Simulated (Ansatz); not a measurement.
Ansatz (a program for electronic structure) input (B3LYP/6-31G* with LANL2DZ past Ar): The .json file joins the Basis Set Exchange's 6-31G* for atoms up to Ar and LANL2DZ past it.

Ansatz 0.2 input:
```yaml
crystal:
  periodic: [false, false, false]
  atoms:
    - {symbol: Br, position_ang: [2.07998800, -1.13204400, 0.37504800]}
    - {symbol: C, position_ang: [0.24987700, -0.42570700, 0.11596700]}
    - {symbol: C, position_ang: [-0.88194700, -1.26250900, 0.26748200]}
    - {symbol: C, position_ang: [-1.99041100, -0.55011500, 0.04090600]}
    - {symbol: Se, position_ang: [-1.64389400, 1.38030300, -0.41527500]}
    - {symbol: C, position_ang: [0.15224900, 0.88930100, -0.21050000]}
    - {symbol: H, position_ang: [-3.03820400, -0.81385900, 0.05611300]}
    - {symbol: H, position_ang: [0.95239600, 1.59928900, -0.34659600]}
basis:
  gaussian:
    orbitals: 6-31Gs+LANL2DZ.json
hamiltonian:
  xc: {name: B3LYP}
total_charge: -1
relax: {f_tol: 0.003, max_steps: 120}
```

Output:

```
Functional definition: B3LYP
integrals: 0.04 GiB planned
1005 factors; integrals over basis functions are off by at most 4.0e-4 eV
mean field: 0.29 GiB planned
mean field evaluation 1: about -4783.2134 eV, gradient 4.1e1 eV
mean field evaluation 2: about -4769.6717 eV, gradient 7.3e1 eV
mean field evaluation 4: about -4787.6748 eV, gradient 6.3e0 eV
mean field evaluation 8: about -4787.8103 eV, gradient 3.1e-1 eV
mean field evaluation 16: about -4787.8106 eV, gradient 2.4e-5 eV
mean field -4787.81063496 eV, -175.9487955400 hartree, gradient 2.4e-5 eV, S^2 0.000000; 0 other end points of the search recorded, 0 dependent functions left out
the calculation of the forces begins
reference -4787.81087259 eV, -175.9488042729 hartree; 20, 20 occupied and 60, 60 virtual orbitals, 1005 factors
relax step   1: F+E_penalty+E_count = -4787.81063496 eV  Δ(F+E_penalty+E_count) = +0.000e0 eV  max|allowed force component| = 1.098e0 eV/Å  Δτ_max = 0.0000 Å  (31 SCF iters, accepted)
these checks for a lower state are left out or cut short: starts, cluster_reference, orbital_swaps, neighbouring_geometries, increment
integrals: 0.04 GiB planned
1005 factors; integrals over basis functions are off by at most 4.1e-4 eV
mean field: 0.29 GiB planned
mean field -4787.89177435 eV, -175.9517773579 hartree, gradient 2.4e-5 eV, S^2 0.000000; 0 other end points of the search recorded, 0 dependent functions left out
the calculation of the forces begins
reference -4787.89201364 eV, -175.9517861514 hartree; 20, 20 occupied and 60, 60 virtual orbitals, 1005 factors
relax step   2: F+E_penalty+E_count = -4787.89177435 eV  Δ(F+E_penalty+E_count) = -8.114e-2 eV  max|allowed force component| = 7.261e-1 eV/Å  Δτ_max = 0.0450 Å  (33 SCF iters, accepted)
these checks for a lower state are left out or cut short: starts, cluster_reference, orbital_swaps, neighbouring_geometries, increment
integrals: 0.04 GiB planned
1005 factors; integrals over basis functions are off by at most 4.0e-4 eV
mean field: 0.29 GiB planned
mean field evaluation 32: about -4787.9309 eV, gradient 2.6e-4 eV
mean field -4787.93093888 eV, -175.9532166276 hartree, gradient 1.4e-5 eV, S^2 0.000000; 0 other end points of the search recorded, 0 dependent functions left out
the calculation of the forces begins
reference -4787.93117912 eV, -175.9532254563 hartree; 20, 20 occupied and 60, 60 virtual orbitals, 1005 factors
relax step   3: F+E_penalty+E_count = -4787.93093888 eV  Δ(F+E_penalty+E_count) = -3.916e-2 eV  max|allowed force component| = 4.736e-1 eV/Å  Δτ_max = 0.0366 Å  (34 SCF iters, accepted)
these checks for a lower state are left out or cut short: starts, cluster_reference, orbital_swaps, neighbouring_geometries, increment
integrals: 0.04 GiB planned
1005 factors; integrals over basis functions are off by at most 3.9e-4 eV
mean field: 0.29 GiB planned
mean field -4787.93914841 eV, -175.9535183225 hartree, gradient 2.1e-5 eV, S^2 0.000000; 0 other end points of the search recorded, 0 dependent functions left out
the calculation of the forces begins
reference -4787.93938894 eV, -175.9535271617 hartree; 20, 20 occupied and 60, 60 virtual orbitals, 1005 factors
relax step   4: F+E_penalty+E_count = -4787.93914841 eV  Δ(F+E_penalty+E_count) = -8.210e-3 eV  max|allowed force component| = 3.700e-1 eV/Å  Δτ_max = 0.0154 Å  (34 SCF iters, accepted)
these checks for a lower state are left out or cut short: starts, cluster_reference, orbital_swaps, neighbouring_geometries, increment
integrals: 0.04 GiB planned
1005 factors; integrals over basis functions are off by at most 3.9e-4 eV
mean field: 0.29 GiB planned
mean field -4787.94412264 eV, -175.9537011221 hartree, gradient 2.3e-5 eV, S^2 0.000000; 0 other end points of the search recorded, 0 dependent functions left out
the calculation of the forces begins
reference -4787.94436306 eV, -175.9537099571 hartree; 20, 20 occupied and 60, 60 virtual orbitals, 1005 factors
relax step   5: F+E_penalty+E_count = -4787.94412264 eV  Δ(F+E_penalty+E_count) = -4.974e-3 eV  max|allowed force component| = 1.652e-1 eV/Å  Δτ_max = 0.0139 Å  (34 SCF iters, accepted)
these checks for a lower state are left out or cut short: starts, cluster_reference, orbital_swaps, neighbouring_geometries, increment
integrals: 0.04 GiB planned
1005 factors; integrals over basis functions are off by at most 3.9e-4 eV
mean field: 0.29 GiB planned
mean field -4787.94468544 eV, -175.9537218045 hartree, gradient 1.2e-5 eV, S^2 0.000000; 0 other end points of the search recorded, 0 dependent functions left out
the calculation of the forces begins
reference -4787.94492583 eV, -175.9537306385 hartree; 20, 20 occupied and 60, 60 virtual orbitals, 1005 factors
relax step   6: F+E_penalty+E_count = -4787.94468544 eV  Δ(F+E_penalty+E_count) = -5.628e-4 eV  max|allowed force component| = 3.054e-1 eV/Å  Δτ_max = 0.0203 Å  (33 SCF iters, accepted)
these checks for a lower state are left out or cut short: starts, cluster_reference, orbital_swaps, neighbouring_geometries, increment
integrals: 0.04 GiB planned
1005 factors; integrals over basis functions are off by at most 3.9e-4 eV
mean field: 0.29 GiB planned
mean field evaluation 64: about -4787.9469 eV, gradient 1.9e-5 eV
mean field -4787.94689999 eV, -175.9538031875 hartree, gradient 1.9e-5 eV, S^2 0.000000; 0 other end points of the search recorded, 0 dependent functions left out
the calculation of the forces begins
reference -4787.94714007 eV, -175.9538120105 hartree; 20, 20 occupied and 60, 60 virtual orbitals, 1005 factors
relax step   7: F+E_penalty+E_count = -4787.94689999 eV  Δ(F+E_penalty+E_count) = -2.215e-3 eV  max|allowed force component| = 7.930e-2 eV/Å  Δτ_max = 0.0097 Å  (34 SCF iters, accepted)
these checks for a lower state are left out or cut short: starts, cluster_reference, orbital_swaps, neighbouring_geometries, increment
integrals: 0.04 GiB planned
1005 factors; integrals over basis functions are off by at most 3.8e-4 eV
mean field: 0.29 GiB planned
mean field -4787.94716780 eV, -175.9538130294 hartree, gradient 1.2e-5 eV, S^2 0.000000; 0 other end points of the search recorded, 0 dependent functions left out
the calculation of the forces begins
reference -4787.94740780 eV, -175.9538218492 hartree; 20, 20 occupied and 60, 60 virtual orbitals, 1005 factors
relax step   8: F+E_penalty+E_count = -4787.94716780 eV  Δ(F+E_penalty+E_count) = -2.678e-4 eV  max|allowed force component| = 3.411e-2 eV/Å  Δτ_max = 0.0050 Å  (29 SCF iters, accepted)
these checks for a lower state are left out or cut short: starts, cluster_reference, orbital_swaps, neighbouring_geometries, increment
integrals: 0.04 GiB planned
1005 factors; integrals over basis functions are off by at most 3.8e-4 eV
mean field: 0.29 GiB planned
mean field -4787.94722198 eV, -175.9538150206 hartree, gradient 1.2e-5 eV, S^2 0.000000; 0 other end points of the search recorded, 0 dependent functions left out
the calculation of the forces begins
reference -4787.94746194 eV, -175.9538238388 hartree; 20, 20 occupied and 60, 60 virtual orbitals, 1005 factors
relax step   9: F+E_penalty+E_count = -4787.94722198 eV  Δ(F+E_penalty+E_count) = -5.418e-5 eV  max|allowed force component| = 1.234e-2 eV/Å  Δτ_max = 0.0032 Å  (29 SCF iters, accepted)
these checks for a lower state are left out or cut short: starts, cluster_reference, orbital_swaps, neighbouring_geometries, increment
integrals: 0.04 GiB planned
1005 factors; integrals over basis functions are off by at most 3.8e-4 eV
mean field: 0.29 GiB planned
mean field -4787.94722456 eV, -175.9538151155 hartree, gradient 5.3e-5 eV, S^2 0.000000; 0 other end points of the search recorded, 0 dependent functions left out
the calculation of the forces begins
reference -4787.94746451 eV, -175.9538239334 hartree; 20, 20 occupied and 60, 60 virtual orbitals, 1005 factors
relax step  10: F+E_penalty+E_count = -4787.94722456 eV  Δ(F+E_penalty+E_count) = -2.581e-6 eV  max|allowed force component| = 7.329e-3 eV/Å  Δτ_max = 0.0006 Å  (23 SCF iters, accepted)
these checks for a lower state are left out or cut short: starts, cluster_reference, orbital_swaps, neighbouring_geometries, increment
integrals: 0.04 GiB planned
1005 factors; integrals over basis functions are off by at most 3.8e-4 eV
mean field: 0.29 GiB planned
mean field -4787.94722594 eV, -175.9538151659 hartree, gradient 2.6e-5 eV, S^2 0.000000; 0 other end points of the search recorded, 0 dependent functions left out
the calculation of the forces begins
reference -4787.94746588 eV, -175.9538239837 hartree; 20, 20 occupied and 60, 60 virtual orbitals, 1005 factors
relax step  11: F+E_penalty+E_count = -4787.94722594 eV  Δ(F+E_penalty+E_count) = -1.373e-6 eV  max|allowed force component| = 1.636e-3 eV/Å  Δτ_max = 0.0003 Å  (23 SCF iters, accepted)
integrals: 0.04 GiB planned
1005 factors; integrals over basis functions are off by at most 3.8e-4 eV
mean field: 0.29 GiB planned
mean field evaluation 96: about -4787.9472 eV, gradient 9.7e-2 eV
mean field -4787.94722594 eV, -175.9538151659 hartree, gradient 2.6e-5 eV, S^2 0.000000; 1 other end points of the search recorded, 0 dependent functions left out
the calculation of the forces begins
reference -4787.94746588 eV, -175.9538239837 hartree; 20, 20 occupied and 60, 60 virtual orbitals, 1005 factors
Total energy: -4787.94746588 eV, -175.9538239837 hartree
Atom 0 at     2.161645    -1.148561     0.382939 Å, force     0.000611    -0.000145     0.000063 eV/Å
Atom 1 at     0.221356    -0.413967     0.111749 Å, force     0.000818    -0.000895     0.000235 eV/Å
Atom 2 at    -0.888806    -1.268473     0.268611 Å, force     0.000710    -0.000546     0.000221 eV/Å
Atom 3 at    -2.015503    -0.622793     0.057515 Å, force    -0.000426     0.000495    -0.000175 eV/Å
Atom 4 at    -1.656196     1.493075    -0.443460 Å, force    -0.001636     0.001050    -0.000310 eV/Å
Atom 5 at     0.152402     0.900179    -0.213154 Å, force    -0.000109    -0.000138     0.000013 eV/Å
Atom 6 at    -3.074676    -0.840097     0.060822 Å, force    -0.000064     0.000347    -0.000096 eV/Å
Atom 7 at     0.979833     1.585294    -0.341877 Å, force     0.000097    -0.000167     0.000050 eV/Å
Dipole moment:     0.255222     0.413589    -0.089211 e Å
```

The dipole moment of an ion depends on the origin.

The geometry given is a B3LYP-D3(BJ)/def2-TZVP minimum.
